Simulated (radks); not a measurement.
Q: Sm2+, 60 electrons, occupied as [Xe] 4f6. All-electron calculation, scalar-relativistic Kohn-Sham, SCAN, spin-polarised, spherical densities, finite nucleus; open shells are filled with parallel spins first (spin-orbit coupling, left out, can overturn this in heavy ions); meta-GGA in the generalised Kohn-Sham scheme; Fermi nuclear charge, rms radius 5.0819 fm. Program: a radial shooting solver on a logarithmic mesh with Libxc functionals. Some entries of the table are withheld. Estimate them.

orbital,occ.,eigenvalue (eV),<r^2> (bohr^2)
1s up,1,-46756.36,0.0007050
1s down,1,-46756.36,0.0007050
2s up,1,-7672.096,0.01110
2s down,1,-7672.029,0.01110
2p up,3,-6841.046,0.008918
2p down,3,-6841.000,0.008918
3s up,1,-1700.472,0.07407
3s down,1,-1698.204,0.07392
3p up,3,-1438.743,0.07430
3p down,3,-1436.409,0.07412
3d up,5,-1084.669,0.06289
3d down,5,-1082.770,0.06268
4s up,1,-353.7974,0.3784
4s down,1,-348.1557,0.3786
4p up,3,-267.3941,0.4274
4p down,3,-261.6656,0.4280
4d up,5,-146.0291,(1)
4d down,5,-140.0710,(2)
5s up,1,-58.0734,(3)
5s down,1,-55.9773,(4)
5p up,3,-37.3740,3.032
5p down,3,-35.8008,3.161
4f up,6,-17.2060,1.251

A: 
(1) 4d up <r^2> (bohr^2): 0.5225
(2) 4d down <r^2> (bohr^2): 0.5254
(3) 5s up <r^2> (bohr^2): 2.194
(4) 5s down <r^2> (bohr^2): 2.315
